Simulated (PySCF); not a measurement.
**input.py for AlI⁻**

File input.py (PySCF 2.14):

```python
from pyscf import gto, dft

mol = gto.M(
    atom='Al 0 0 0; I 0 0 2.345',
    basis='sbkjc',
    ecp={'Al': 'sbkjc', 'I': 'sbkjc'},
    charge=-1,
    spin=1,
    verbose=4,
)
mf = dft.ROKS(mol, xc='bp86')
mf.kernel()
mf.dip_moment()
print('orbital energies (hartree):', mf.mo_energy[..., max(0, mol.nelec[1]-3):mol.nelec[0]+3].round(4))
```

```bash
$ OMP_NUM_THREADS=1 python input.py
```

The log (some set-up lines and the per-cycle HOMO/LUMO lines with their warnings removed):

```
PySCF version 2.14.0

[INPUT] Symbol           X                Y                Z      unit          X                Y                Z       unit  Magmom
[INPUT]  1 Al     0.000000000000   0.000000000000   0.000000000000 AA    0.000000000000   0.000000000000   0.000000000000 Bohr   0.0
[INPUT]  2 I      0.000000000000   0.000000000000   2.345000000000 AA    0.000000000000   0.000000000000   4.431407762105 Bohr   0.0

nuclear repulsion = 4.73890039629851
number of shells = 8
number of NR pGTOs = 36
number of NR cGTOs = 16
basis = sbkjc
ecp = {'Al': 'sbkjc', 'I': 'sbkjc'}

******** <class 'pyscf.dft.roks.ROKS'> ********
method = ROKS
initial guess = minao
damping factor = 0
level_shift factor = 0
DIIS = <class 'pyscf.scf.diis.CDIIS'>
SCF conv_tol = 1e-09
SCF max_cycles = 50
num. doubly occ = 5  num. singly occ = 1
XC functionals = bp86

grids dens level: 3
tot grids = 41144
init E= -13.1779667875613

cycle= 1 E= -13.4860245733626  delta_E= -0.308  |g|= 0.216  |ddm|= 2.06

cycle= 2 E= -13.4773753405157  delta_E= 0.00865  |g|= 0.226  |ddm|= 1.35

cycle= 3 E= -13.5171630404611  delta_E= -0.0398  |g|= 0.00887  |ddm|= 0.88

cycle= 4 E= -13.5172278858921  delta_E= -6.48e-05  |g|= 0.00127  |ddm|= 0.0367

cycle= 5 E= -13.5172292769781  delta_E= -1.39e-06  |g|= 0.000263  |ddm|= 0.0057

cycle= 6 E= -13.5172293389532  delta_E= -6.2e-08  |g|= 8e-06  |ddm|= 0.00089

cycle= 7 E= -13.5172293389737  delta_E= -2.05e-11  |g|= 2.26e-06  |ddm|= 8.84e-05

Extra cycle  E= -13.5172293389241  delta_E= 4.96e-11  |g|= 1.49e-06  |ddm|= 7.61e-05
converged SCF energy = -13.5172293389241

WARN: System has nonzero charge -1; the dipole moment is origin-dependent.
Location of origin: [0. 0. 0.]

Dipole moment(X, Y, Z, Debye):  0.00000, -0.00000, -2.76110
orbital energies (hartree): [-0.0929 -0.0865 -0.0114  0.093   0.101   0.1551  0.283 ]
```

In short: E(SCF) = -13.517229 Eh, 7 cycles.

Run time: 0.99 s on 1 thread of Intel Xeon 6975P-C (shared host), peak memory 0.14 GiB.

The basis has no diffuse functions, which an anion needs. The bond length is a typed value, not an optimised one. The dipole of an ion depends on the origin. No search for the lowest solution was made.
